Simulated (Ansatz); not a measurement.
**Ligand exchange: Si(CH3)4 + GaH2(NH2) → Si(CH3)3(NH2) + GaH2(CH3)**

Species: Si(CH3)4 (tetramethylsilane), singlet; GaH2(NH2), singlet; Si(CH3)3(NH2), singlet; GaH2(CH3), singlet. The partners trade CH3 for NH2: Si–CH3 and Ga–NH2 bonds give way to Si–NH2 and Ga–CH3.

Shapes, held fixed at every level: PBE0-D4/def2-TZVP. Flexible molecules stand in one conformer, not always the lowest. Programs: Ansatz 0.2.0. Electronic energies: no zero-point or thermal term.

```
             level                    kind  ΔE (kJ/mol)  less CCSD(T)/def2-TZVPP
PBE0-D4/def2-TZVPP           global hybrid        +13.3                     -1.2
wB97M-V/def2-TZVPP  range-separated hybrid        +11.3                     -3.2
      MP2/def2-SVP     perturbation theory        +27.4                    +12.9
    MP2/def2-TZVPP     perturbation theory        +14.5                      0.0
  CCSD(T)/def2-SVP   coupled cluster or CI        +28.9                    +14.4
   CCSD/def2-TZVPP   coupled cluster or CI        +12.8                     -1.7
CCSD(T)/def2-TZVPP   coupled cluster or CI        +14.5                      0.0
```

The highest level, CCSD(T)/def2-TZVPP, gives ΔE = +14.5 kJ/mol; the levels span +11.3 to +28.9. The column of differences is taken from that level and isn't an error. No measured value is set beside it here. Relativity is left out for Ga. Outer-core shells of Ga are correlated in most correlated rows, in sets that cover them unevenly.
